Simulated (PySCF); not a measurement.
PySCF was given this input:
```python
from pyscf import gto, scf, dft

mol = gto.M(
    atom='''
Si   -0.55400000   -0.01010000   -0.00640000
Si    1.55890000    0.86810000   -0.09950000
H    -0.93970000   -0.99400000   -1.03200000
H    -1.48610000    1.11320000   -0.20730000
H    -0.98950000   -0.62700000    1.25750000
H     2.41040000   -0.35010000    0.08770000
''',
    basis='cc-pv(t+d)z',
    verbose=4,
)

mf = dft.RKS(mol)
mf.xc = 'lda,vwn'
mf = mf.density_fit(auxbasis='def2-universal-jkfit')
mf.kernel()
```

**Question.** What does this run give for the HOMO-LUMO gap, number of basis functions, Mulliken (on the basis functions themselves) charges in atom order, total energy?

**Answer.** 
| Quantity | Value |
|---|---|
| HOMO-LUMO gap | 1.03 eV |
| number of basis functions | 134 |
| Mulliken (on the basis functions themselves) charges in atom order | Si1 -0.07, Si2 0.05, H3 0.01, H4 0.01, H5 0.01, H6 -0.01 |
| total energy | -578.9691 Eh |
